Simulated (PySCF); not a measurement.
## Spin–spin coupling constants

Geometry:
| atom | x (Å) | y (Å) | z (Å) |
| --- | --- | --- | --- |
| O1 | 0.858 | 1.288 | -0.852 |
| C2 | 0.552 | 0.323 | -0.227 |
| O3 | 1.363 | -0.563 | 0.312 |
| C4 | -0.925 | -0.075 | 0.076 |
| F5 | -1.782 | 0.792 | -0.455 |
| F6 | -1.207 | -1.285 | -0.419 |
| F7 | -1.150 | -0.117 | 1.393 |
| H8 | 2.299 | -0.353 | 0.147 |

Couplings: B3LYP/pcJ-1 in PySCF 2.14, geometry GFN2-xTB; gas phase, one conformer, non-relativistic. Couplings are averaged over pairs made equivalent by symmetry, fast rotation or ring inversion, so a value needn't be that of the named pair in this geometry, while other rotamers aren't included; one pair stands for each set, and the list holds those of at least 0.8 Hz over up to four bonds. One-bond C–F couplings come out tens of Hz too large with common functionals.

Isotopes: ¹³C, ¹⁹F, ¹⁷O, ¹H. Couplings to quadrupolar nuclei such as 17O and 33S are rarely resolved in practice.

```csv
pair,bonds,J (Hz)
"O1, C2",1,?
"C2, O3",1,31.9
"C2, C4",1,112.8
"O3, H8",1,-83.1
"C4, F5",1,?
"O1, O3",2,-7.4
"O1, C4",2,-6.5
"C2, F5",2,?
"C2, H8",2,-5.4
"O3, C4",2,-30.9
"F5, F6",2,?
"O1, F5",3,?
"O1, H8",3,2.3
"C4, H8",3,13.2
"F5, H8",4,1.5
```

Problem. Estimate the withheld couplings, with signs.

Solution. 
- ¹J(O1,C2) = 27.9 Hz (bond length 1.190 Å)
- ¹J(C4,F5) = -363.8 Hz (bond length 1.329 Å)
- ²J(C2,F5) = 45.1 Hz (mean over equivalent pairs that range from 43.3 to 48.6 Hz in this conformer)
- ²J(F5,F6) = 68.4 Hz (mean over equivalent pairs that range from 52.5 to 99.7 Hz in this conformer)
- ³J(O1,F5) = -0.8 Hz
